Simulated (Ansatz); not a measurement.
Mulliken charges of AlF2HS (`[F][Al]([F])[SH]`) from PBE/def2-TZVPP in Ansatz (PBE0-D4/def2-TZVP geometry).

| atom | x (Å) | y (Å) | z (Å) | charge (e) |
| --- | --- | --- | --- | --- |
| F1 | 0.892 | 0.388 | 1.495 | -0.299 |
| Al2 | 0.340 | -0.465 | 0.211 | 0.690 |
| F3 | 0.821 | -2.016 | 0.015 | -0.297 |
| S4 | -1.003 | 0.426 | -1.216 | -0.228 |
| H5 | -1.000 | 1.593 | -0.546 | 0.134 |

**Question.** By hand: the dipole of these point charges (1 e Å = 4.8032 D).

**Answer.** Σ q r = (-0.181, 0.278, -0.102) e Å, of length 0.347 e Å = 1.67 D.

**Question.** How does the dipole of the full density compare? (An estimate is asked.)

**Answer.** Computed: (-0.138, 0.228, -0.069) e Å, 1.32 D; the point charges give 1.27 times that, at 3° from its direction.

Point charges leave out the atoms' own dipoles, such as those of lone pairs, and Mulliken's split depends on the basis, so the two needn't agree.
